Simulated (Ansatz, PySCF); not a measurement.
Process, species as SMILES: [Br][GeH2][Br] -> [Br][GeH][Br] + H atom (the Ge-H bond at the site shown breaks; other sites are not compared here)
Each molecule is optimised on its own at B3LYP-D3(BJ)/def2-TZVP (Ansatz, a program for electronic structure).

Property: bond dissociation energy (0 K, with B3LYP-D3(BJ) harmonic zero-point energies from PySCF), in kcal/mol. Cores are frozen in the correlated levels unless marked. Open shells are spin-unrestricted. Spin-orbit coupling is left out. The frozen core is the preceding noble-gas configuration, with the filled d and f shells of earlier blocks. No relativistic terms. CBS marks a two-point X^-3 extrapolation of the correlation energy; Hartree-Fock from the larger set (for Q and 5 zeta extrapolated as (X+1)exp(-9√X)).

| level | program | bond dissociation energy (kcal/mol) |
|---|---|---|
| HF/aug-cc-pVDZ | Ansatz | 60.8 |
| HF/aug-cc-pVTZ | Ansatz | 61.3 |
| RPA@PBE/cc-pVTZ | Ansatz | 76.6 |
| MP2/cc-pVDZ | Ansatz | 73.5 |
| MP2/cc-pVQZ | Ansatz | 77.8 |
| SCS-MP2/6-31G | Ansatz | 65.3 |
| CCSD/6-31G* | Ansatz | 69.7 |
| CCSD/aug-cc-pVDZ | Ansatz | 76.2 |
| CCSD(T)/CBS(aug-cc-pVTZ,aug-cc-pVQZ) | Ansatz | 80.0 |
| CCSD(T)/CBS(cc-pVQZ,cc-pV5Z) | Ansatz | 79.8 |
